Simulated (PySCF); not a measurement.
```xyz
3
charge 0 multiplicity 1, angstrom
Ce    0.0000    0.0000   -0.0940
O     1.7103    0.0000    0.4428
O    -1.7103    0.0000    0.4428
```

Method: PySCF, PBE0, basis Ce def2-SVP with ECP28, O def2-SVP (scalar-relativistic core potentials, no spin–orbit coupling, density fitting).

This geometry of CeO₂ is a stationary point at this level.

Question: What is the point group?

Answer: C2v.

Question: Is it a minimum?

Answer: Yes: all harmonic wavenumbers are real.

Question: Which band is strongest in the infrared?

Answer: 852 cm⁻¹ (b2), 465 km/mol.

Question: Give the ideal-gas entropy at 298.15 K and 1 bar by parts.

Answer: translation 173.0, rotation 89.2, vibration 18.0, spin 0.0; total 280.2 J/(mol K).

Other isomers or separated fragments may lie lower.
